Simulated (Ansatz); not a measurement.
Program: Ansatz. Geometries: PBE0-D4/def2-TZVP. ΔE: electronic, gas phase. CCSD(T)/CBS adds triple-zeta CCSD(T) − MP2 to the extrapolated MP2 energy (def2 sets, frozen cores). Functionals use def2-TZVPP. def2 core potentials past Kr. For As, Sb outer-core shells are correlated without core-valence functions, which leaves a few kJ/mol of doubt a bond. Scalar relativity is left out up to krypton.

Reaction (cleavage of the Si–Sb bond): `[F][Sb]([F])[SiH3]` + `O[AsH2]` → `[SiH3]O[AsH2]` + `[F][SbH][F]`

`[F][Sb]([F])[SiH3]`:

Cartesian coordinates in Å:
```
F -1.456 1.819 -0.696
Sb -1.130 0.031 -1.293
F 0.400 0.472 -2.351
Si 0.346 -0.503 0.797
H 1.060 -1.788 0.571
H -0.532 -0.638 1.990
H 1.312 0.607 0.981
```

`O[AsH2]`:

Cartesian coordinates in Å:
```
O 0.885 0.671 0.034
As -0.425 -0.529 0.332
H 1.467 0.664 0.797
H -1.571 0.376 -0.115
H -0.357 -1.182 -1.047
```

`[SiH3]O[AsH2]`:

Cartesian coordinates in Å:
```
Si -0.281 -0.748 1.064
O -0.431 0.059 -0.360
As 0.855 1.030 -1.156
H 0.085 0.178 2.171
H 0.767 -1.802 0.977
H -1.596 -1.371 1.345
H 0.649 0.437 -2.549
H -0.046 2.218 -1.492
```

`[F][SbH][F]`:

Z-matrix (Å, degrees):
```
Sb
F 1 1.902
F 1 1.902 2 95.6
H 1 1.724 2 92.9 3 93.2
```

CCSD(T)/CBS gives -16.8 kcal/mol.

(1) Another level gave -14.9 kcal/mol. Which?
A. PBE-QIDH/def2-TZVPP
B. BLYP/def2-TZVPP
C. PBE-D4/def2-TZVPP
D. HF/def2-TZVPP

Largest T1 diagnostic among the species: 0.015.

## Answers

(1) B. BLYP -14.9, PBE-QIDH -16.8, HF/def2-TZVPP -23.0, PBE-D4 -11.3 kcal/mol.

In def2-TZVPP, CCSD(T) changes the Hartree–Fock value by +4.6 kcal/mol (the triples alone add +0.7 kcal/mol) and MP2 by +3.7 kcal/mol. From r2SCAN to r2SCAN0 (25 % exact exchange), in def2-TZVPP and without D4, ΔE moves by −0.9 kcal/mol.
